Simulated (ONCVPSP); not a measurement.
u(r) = r·R(r): atom against pseudo-atom (platinum)

Columns: radius, all-electron u(r) and pseudo u(r) of the 5s shell (level -122.85 eV) of platinum in the configuration [Kr] 4d10 4f14 5s2 5p6 5d8; Wu-Cohen, scalar-relativistic, ONCV scheme, ONCVPSP 4.0.1.

```json
{"r (bohr)": "0.100", "all-electron": "0.2451", "pseudo": "0.1420"}
{"r (bohr)": "0.200", "all-electron": "0.0966", "pseudo": "0.2903"}
{"r (bohr)": "0.300", "all-electron": "-0.6341", "pseudo": "0.4479"}
{"r (bohr)": "0.400", "all-electron": "-0.5092", "pseudo": "0.6123"}
{"r (bohr)": "0.500", "all-electron": "0.0715", "pseudo": "0.7737"}
{"r (bohr)": "0.600", "all-electron": "0.6429", "pseudo": "0.9174"}
{"r (bohr)": "0.700", "all-electron": "1.0230", "pseudo": "1.0272"}
{"r (bohr)": "0.800", "all-electron": "1.2006", "pseudo": "1.0906"}
{"r (bohr)": "0.900", "all-electron": "1.2249", "pseudo": "1.1016"}
{"r (bohr)": "1.000", "all-electron": "1.1521", "pseudo": "1.0619"}
{"r (bohr)": "1.100", "all-electron": "1.0283", "pseudo": "0.9793"}
{"r (bohr)": "1.200", "all-electron": "0.8854", "pseudo": "0.8663"}
{"r (bohr)": "1.300", "all-electron": "0.7430", "pseudo": "0.7385"}
{"r (bohr)": "1.400", "all-electron": "0.6117", "pseudo": "0.6112"}
{"r (bohr)": "1.500", "all-electron": "0.4964", "pseudo": "0.4963"}
{"r (bohr)": "1.600", "all-electron": "0.3983", "pseudo": "0.3982"}
{"r (bohr)": "1.700", "all-electron": "0.3168", "pseudo": "0.3167"}
{"r (bohr)": "1.800", "all-electron": "0.2501", "pseudo": "0.2500"}
{"r (bohr)": "1.900", "all-electron": "0.1963", "pseudo": "0.1963"}
{"r (bohr)": "2.000", "all-electron": "0.1533", "pseudo": "0.1533"}
{"r (bohr)": "2.100", "all-electron": "0.1193", "pseudo": "0.1192"}
{"r (bohr)": "2.200", "all-electron": "0.0924", "pseudo": "0.0924"}
{"r (bohr)": "2.300", "all-electron": "0.0714", "pseudo": "0.0714"}
{"r (bohr)": "2.400", "all-electron": "0.0550", "pseudo": "0.0550"}
{"r (bohr)": "2.500", "all-electron": "0.0422", "pseudo": "0.0422"}
{"r (bohr)": "2.600", "all-electron": "0.0324", "pseudo": "0.0324"}
```

Task: How many radial nodes do the two functions have?

Result: The all-electron 5s function has n − l − 1 = 4 (the table is too coarse to show those close to the nucleus); the pseudo-wave has 0, since the states of the same l below it are removed with the core.

Task: At about which radius was the pseudo-wave matched?

Result: 1.50 bohr, where the columns begin to agree (steps of 0.10 bohr).

Task: Is the pseudo-wave norm-conserving?

Result: Yes: the ONCV scheme keeps the norm inside the radius equal to the all-electron one, which fixes the energy derivative of the logarithmic derivative at the level.
